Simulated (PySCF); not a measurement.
# Broadened absorption spectrum of C6H10O2S

Compound: C6H10O2S.
Z-matrix (Å and degrees, PBE0-D3(BJ)/def2-SVP geometry), rows numbered from 1:
```
C 
C   1  1.5203
C   2  1.5170  1  113.45
C   3  1.5277  2  116.44  1  -175.76
C   4  1.5041  3  108.68  2  -143.64
C   5  1.3320  4  116.90  3    14.47
S   6  1.7722  5  111.20  4     0.53
O   7  1.4635  3  109.66  2    33.67
O   7  1.4602  3  110.55  2  -100.42
H   1  1.1010  2  111.43  3    61.27
H   1  1.1000  2  111.04  3   -58.79
H   1  1.0995  2  110.88  3  -178.42
H   2  1.1027  1  110.02  3   120.97
H   2  1.1035  1  110.51  3  -121.30
H   3  1.1016  2  111.46  1   -48.13
H   4  1.1048  3  110.62  2   -23.91
H   4  1.1014  3  110.94  2    93.87
H   5  1.0937  4  120.39  3  -167.57
H   6  1.0904  5  128.97  4   177.19
```

Method: PySCF 2.14.0, density-fitted response routines, TDDFT PBE0/def2-SVPD, vertical, gas phase, core orbitals frozen in the response.

Each state is given a Gaussian of 0.4 eV full width at half maximum, with ε(max) = 2.175×10⁸ f / Δν̃ (Δν̃ the width in cm⁻¹). The width is an assumption, not a result. The curve ends short of the highest state used, and states not computed would add to its high-energy end.

E (eV), ε (L mol⁻¹ cm⁻¹) and a bar:
```
     5.13          0 
     5.23          1 
     5.32          3 
     5.42         11 
     5.51         26 
     5.61         50 
     5.70         87 
     5.80        219 #
     5.89        619 ###
     5.99       1713 #########
     6.08       3314 ##################
     6.18       5005 ############################
     6.27       5416 ##############################
     6.37       4340 ########################
     6.46       2914 ################
     6.56       2105 ############
     6.65       2337 #############
     6.75       2920 ################
     6.85       2904 ################
     6.94       2225 ############
     7.04       1296 #######
     7.13        830 #####
     7.23       1014 ######
     7.32       1875 ##########
```

Question: Locate the maxima and give the states behind the curve.

Answer: 198 nm (6.25 eV), ε about 5400, made up of S2 (100%); 182 nm (6.80 eV), ε about 3000, made up of S3 (98%) (ε in L mol⁻¹ cm⁻¹; maxima over ε = 5, shares over 10%). At its high-energy end, 7.32 eV, the curve is still rising (ε about 1900, from S5, S6, S7 and S8). The states used: S1 5.73 eV (f 0.0009); S2 6.25 eV (f 0.081); S3 6.80 eV (f 0.044); S4 7.04 eV (f 0.0018); S5 7.35 eV (f 0.0034); S6 7.51 eV (f 0.0088); S7 7.55 eV (f 0.0082); S8 7.58 eV (f 0.047); S9 7.73 eV (f 0.013); S10 7.92 eV (f 0.0016).

Question: What would ε be at 6.25 eV, the highest of these maxima, with half the width (0.2 eV)?

Answer: About 10900 L mol⁻¹ cm⁻¹ against 5450, a factor of about 1.99; a lone state at its own centre would give exactly 2.

Question: On this curve, what absorbance would a 10⁻⁵ mol/L sample give at 193 nm over a 1 cm path?

Answer: 193 nm is 6.424 eV, where ε is about 3500 L mol⁻¹ cm⁻¹, so A = ε c l ≈ 0.035 (Beer–Lambert, with the gas-phase spectrum and the assumed width).

All these states lie below the vertical ionisation energy of 9.89 eV (ΔSCF).

One conformer stands for the species.
